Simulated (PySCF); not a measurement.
Threshold energies of AsBr in a plasma

PBE in PySCF with def2-TZVPPD on every atom, for the lowest determinant that a PBE0 search found; no spin–orbit coupling.

```tsv
species	state (unpaired electrons)	Re (Å)	ωe (cm⁻¹)	energy of the minimum from the neutral (eV)	De (eV)	dissociates to
AsBr	triplet (π ↑↑)	2.316	304	0.00	3.11	As + Br
AsBr⁺	doublet (π ↑)	2.206	370	8.74	4.27	As⁺ + Br
AsBr⁻	doublet (π ↑)	2.461	232	-1.18	0.78	As + Br⁻
```

Work out the lowest energy to break AsBr into atoms, from its vibrational ground state.

D0 = De − ωe/2 = 3.11 − 0.02 = 3.09 eV (PBE/def2-TZVPPD).

Work out the ionisation energy of the As atom at this level and the threshold of dissociative ionisation.

IE(As) = 8.74 + 4.27 − 3.11 = 9.90 eV, so As⁺ + Br + e⁻ appears at D0 + IE(As) = 12.99 eV (PBE/def2-TZVPPD). The measured IE(As) is 9.789 eV (NIST ASD).

Work out the electron affinity of the Br atom and the threshold of dissociative attachment.

EA(Br) = 3.11 − 0.78 − (-1.18) = 3.51 eV, so As + Br⁻ needs D0 − EA(Br) = -0.42 eV (negative: it is exothermic at zero electron energy) (PBE/def2-TZVPPD). The measured EA(Br) is 3.364 eV.

At which energy does ion-pair formation open?

As⁺ + Br⁻ lies at D0 + IE(As) − EA(Br) = 9.48 eV (PBE/def2-TZVPPD).

These are thermodynamic thresholds; the onsets seen under electron impact lie higher where the geometry changes, and cross-sections peak well above them.

Spin–orbit coupling is left out. For an ion De counts to the pair picked by the measured ionisation energies or electron affinities, which need not be the lowest pair at this level. The highest Kohn–Sham level is positive in this anion. Much of that is self-interaction error, but it also means that the finite basis helps to hold the extra electron. States were picked by a PBE0 search and need not be the measured ground states.
